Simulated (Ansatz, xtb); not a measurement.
Two isomers of C3H8GeS

We compare a, `S[C@@H]1C[C@@H]1[GeH3]`, a singlet, with b, `S[C@@H]1C[C@H]1[GeH3]`, a singlet. Both are isolated molecules in the gas phase, relaxed with PBE-D3(BJ)/def2-SVP; the shapes shown needn't be the lowest conformers.

a (Å):

| atom | x (Å) | y (Å) | z (Å) |
| --- | --- | --- | --- |
| C | 0.0855 | 1.0024 | 2.6530 |
| C | -0.9409 | 0.5615 | 1.6402 |
| C | -0.0026 | 1.7053 | 1.3096 |
| Ge | 1.4047 | 1.5090 | -0.0441 |
| S | 1.4259 | -0.1508 | 3.0186 |
| H | 2.3880 | 0.7884 | 3.2528 |
| H | -0.2888 | 1.5528 | 3.5325 |
| H | -1.9980 | 0.7844 | 1.8546 |
| H | -0.7755 | -0.4037 | 1.1332 |
| H | -0.4429 | 2.7170 | 1.3481 |
| H | 2.7819 | 1.9448 | 0.5243 |
| H | 1.0505 | 2.4401 | -1.2378 |
| H | 1.4836 | 0.0486 | -0.5521 |

b (Å):

```xyz
13

C     0.9059    0.6088    0.4664
C     1.9105    1.1536    1.4518
C     0.4986    0.8484    1.9098
Ge   -0.7546    2.2845    2.3472
S     1.1867   -1.0655   -0.1407
H    -0.1267   -1.4227   -0.2405
H     0.5303    1.3122   -0.2969
H     2.2247    2.2032    1.3307
H     2.7102    0.4757    1.7905
H     0.3898   -0.0681    2.5138
H    -0.5520    2.7647    3.8091
H    -0.4845    3.4694    1.3796
H    -2.2209    1.8060    2.1716
```

Quicker runs give these differences E(b) − E(a): GFN2-xTB +1.54 kcal/mol; HF/STO-3G −1.76 kcal/mol (at GFN2-xTB geometries); r2SCAN-D4/def2-SVP −0.52 kcal/mol (at GFN2-xTB geometries).

Which of the two would you expect CCSD(T)/def2-SVP + ΔMP2/def2-TZVPP electronic energies to favour?

Too close to call at this level: CCSD(T)/def2-SVP + ΔMP2/def2-TZVPP gives E(b) − E(a) = −0.03 kcal/mol.

The same difference at several levels:

```json
{"level": "GFN2-xTB", "geometry": "GFN2-xTB", "E(b) − E(a) (kcal/mol)": "+1.54", "departure from the last row (kcal/mol)": "+1.58", "job, with rough time for the two": "optimisation, 0.68 s"}
{"level": "HF/STO-3G", "geometry": "GFN2-xTB", "E(b) − E(a) (kcal/mol)": "−1.76", "departure from the last row (kcal/mol)": "−1.73", "job, with rough time for the two": "single point, 1.9 s"}
{"level": "r2SCAN-D4/def2-SVP", "geometry": "GFN2-xTB", "E(b) − E(a) (kcal/mol)": "−0.52", "departure from the last row (kcal/mol)": "−0.49", "job, with rough time for the two": "single point, 13 s"}
{"level": "PBE-D3(BJ)/def2-SVP", "geometry": "PBE-D3(BJ)/def2-SVP", "E(b) − E(a) (kcal/mol)": "+0.60", "departure from the last row (kcal/mol)": "+0.64", "job, with rough time for the two": "optimisation, 71 s"}
{"level": "HF/def2-SVP", "geometry": "PBE-D3(BJ)/def2-SVP", "E(b) − E(a) (kcal/mol)": "−0.34", "departure from the last row (kcal/mol)": "−0.31", "job, with rough time for the two": "part of the CCSD(T) run"}
{"level": "MP2/def2-SVP", "geometry": "PBE-D3(BJ)/def2-SVP", "E(b) − E(a) (kcal/mol)": "+0.46", "departure from the last row (kcal/mol)": "+0.50", "job, with rough time for the two": "part of the CCSD(T) run"}
{"level": "CCSD(T)/def2-SVP", "geometry": "PBE-D3(BJ)/def2-SVP", "E(b) − E(a) (kcal/mol)": "+0.49", "departure from the last row (kcal/mol)": "+0.53", "job, with rough time for the two": "single point"}
{"level": "CCSD(T)/def2-SVP + ΔMP2/def2-TZVPP", "geometry": "PBE-D3(BJ)/def2-SVP", "E(b) − E(a) (kcal/mol)": "−0.03", "departure from the last row (kcal/mol)": "", "job, with rough time for the two": "single point, 3 min"}
```

As drawn, both hold the same kinds of bond in the same numbers.

The largest departure from CCSD(T)/def2-SVP + ΔMP2/def2-TZVPP is that of HF/STO-3G, 1.73 kcal/mol. The last row adds to CCSD(T) the change of the MP2 difference between the two basis sets, here −0.53 kcal/mol.

With thermal terms from frequencies at re-optimised GFN2-xTB minima (ideal gas, soft modes damped towards free rotors, one conformer each, 298.15 K, 1 atm): on the last row, ΔE + ΔZPE = −0.42, ΔH = −0.15, ΔG = −1.07 kcal/mol.

The correlated steps freeze 17 core orbitals; the filled d shell of Ge is correlated, in a basis made for valence electrons. Codes used: Ansatz 0.2.0, xtb 6.7.1; the last row on 2 threads of AMD EPYC (Zen 3) on a shared host.
